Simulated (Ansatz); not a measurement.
`[CH3][GeH2][SH]` + HCl → `[CH3][GeH2][Cl]` + H₂S at 600 K and 1 bar (ligand exchange at a Ge–S bond).

Calculated with Ansatz (gas phase, PBE0-D4/def2-TZVP geometries, no zero-point term in ΔE). CBS: MP2 limit from def2 TZ/QZ plus the TZ coupled-cluster correction, frozen cores. This one scheme is used for every species. For Ge outer-core shells are correlated without core-valence functions, which leaves a few kJ/mol of doubt a bond. Scalar relativity is left out up to krypton. One conformer a species, not always the lowest.

```json
{"species": "`[CH3][GeH2][SH]`", "CCSD(T)/CBS energy (Eh)": "-2515.57584", "H − E (kJ/mol)": "215.1", "S (J/(mol·K))": "406.6"}
{"species": "HCl", "CCSD(T)/CBS energy (Eh)": "-460.38127", "H − E (kJ/mol)": "35.4", "S (J/(mol·K))": "207.2"}
{"species": "`[CH3][GeH2][Cl]`", "CCSD(T)/CBS energy (Eh)": "-2576.99593", "H − E (kJ/mol)": "188.0", "S (J/(mol·K))": "382.1"}
{"species": "H₂S", "CCSD(T)/CBS energy (Eh)": "-398.97279", "H − E (kJ/mol)": "60.8", "S (J/(mol·K))": "230.9"}
```

H − E and S are ideal-gas, rigid-rotor, harmonic terms from PBE0-D4/def2-TZVP, for one conformer and one mirror image of each species. 1 Eh = 2625.50 kJ/mol, R = 8.31446 J/(mol·K).

Task: By hand: ΔE, ΔH, ΔS and ΔG.

Result: ΔE = (-2576.99593) + (-398.97279) − (-2515.57584) − (-460.38127) = -0.01161 Eh = -30.5 kJ/mol. Δ(H − E) = 188.0 + 60.8 − 215.1 − 35.4 = -1.7, so ΔH = -32.2 kJ/mol. ΔS = 382.1 + 230.9 − 406.6 − 207.2 = -0.8 J/(mol·K). ΔG = -32.2 − 600 × (-0.8)/1000 = -31.7 kJ/mol.

Task: By hand: the equilibrium constant, and the temperature at which ΔG would vanish if ΔH and ΔS stayed fixed.

Result: log₁₀ K = −ΔG/(RT ln 10) = 2.8. ΔG = 0 at ΔH/ΔS = 40250 K, far beyond where these terms or the molecules hold.

The number of gas molecules stays the same, so ΔS is small and ΔH decides. A doubt of 5 kJ/mol in ΔE shifts log₁₀ K by 0.4 here. Other conformers and mirror images would add mixing entropy, several J/(mol·K) or more a flexible species. These are equilibria of isolated gas molecules and say nothing of rates. Largest T1 diagnostic: 0.010 (customary marks: 0.02 for closed shells, 0.045 for open ones).
